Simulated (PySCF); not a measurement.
C2H7F3OSi2.
InChI=1S/C2H7F3OSi2/c3-2(4,5)1-8-6-7/h1,8H2,7H3

Torsions of this conformer, `[F:1][C:2]([F:3])([F:4])[CH2:5][SiH2:6][O:7][SiH3:8]`: F1–C2–C5–Si6 62°, C2–C5–Si6–O7 -178°, C5–Si6–O7–Si8 -178°.

The closed-shell ground state was solved at several levels (PySCF, density fitting, gas phase, non-relativistic). One conformer (not necessarily the lowest) at the PBE0-D3(BJ)/def2-SVP geometry, without solvent, vibrations or thermal averaging.

```json
{"level": "B3LYP/def2-SVPD", "basis functions": "236", "total energy (Eh)": "-1033.8028", "HOMO (eV)": "-8.66", "LUMO (eV)": "-0.59", "gap (eV)": "8.07", "dipole (D)": "2.29"}
{"level": "PBE0/pcSseg-1", "basis functions": "185", "total energy (Eh)": "-1033.4965", "HOMO (eV)": "-8.88", "LUMO (eV)": "-0.13", "gap (eV)": "8.75", "dipole (D)": "2.27"}
```

Q: What might KT3/pcSseg-1 (185 basis functions) give for the same quantities?

A: Total energy -1044.5530 Eh, HOMO -7.55 eV, LUMO -1.01 eV, gap 6.54 eV, dipole 2.09 D.

Q: Over all these levels, which gives the widest orbital gap and which the narrowest?

A: PBE0/pcSseg-1 (global hybrid, 25 % exact exchange) has the widest, 8.75 eV, and KT3/pcSseg-1 (GGA) the narrowest, 6.54 eV. The two share the basis. From the narrowest to the widest the HOMO moves by -1.33 eV and the LUMO by +0.88 eV.

Q: How far do the dipole and the HOMO energy spread over the levels?

A: The dipole runs from 2.09 to 2.29 D (mean 2.22 D) and the HOMO from -8.88 to -7.55 eV.
